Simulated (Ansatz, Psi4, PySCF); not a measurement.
H2O2, charge +1, doublet, at a GFN2-xTB geometry (a state made from the parent by changing its charge; the spin is typed, not shown lowest). Base run: MP2/cc-pVDZ (PySCF).

Input for PySCF:
```python
from pyscf import gto, scf, mp

mol = gto.M(
    atom='''
O     0.000290    0.645224   -0.012142
O    -0.000290   -0.645224    0.012142
H     0.943111    0.994035   -0.033962
H    -0.943111   -0.994035    0.033962
''',
    basis='cc-pvdz',
    charge=1,
    spin=1,
    verbose=3,
)

mf = scf.UHF(mol)
mf.kernel()

pt = mp.MP2(mf)
pt.kernel()
print('E(MP2) = %.10f' % pt.e_tot)
```

The same geometry, method and basis name were run in Ansatz (a first-principles code) and Psi4 and PySCF, at each program's defaults and at the settings that a row names. The base is PySCF at its defaults. Differences at the defaults can come from grids, fitting, cores and function types together.

| code and settings | ΔE vs base (µEh) | basis functions | E (Eh) | SCF cycles |
|---|---|---|---|---|
| PySCF, defaults (exact integrals, spherical functions, all electrons correlated) | 0.0 | 38 | -150.80579 | 10 |
| Psi4, defaults (density fitting with its default set, spherical functions, all electrons correlated) | 244 | 38 | -150.80554 | 13 |
| Ansatz, defaults (factorised integrals, spherical functions, frozen core) | 4245 | 38 | -150.80154 | - |
| PySCF, frozen core | 4242 | 38 | -150.80154 | 10 |
| Psi4, exact integrals, spherical functions, frozen core | 4242 | 38 | -150.80154 | 13 |
| Ansatz, high accuracy, frozen core | 4242 | 38 | -150.80154 | - |

Open shells are given as the SCF converged; they aren't shown to be the lowest states, and a large step between rows can be another state.
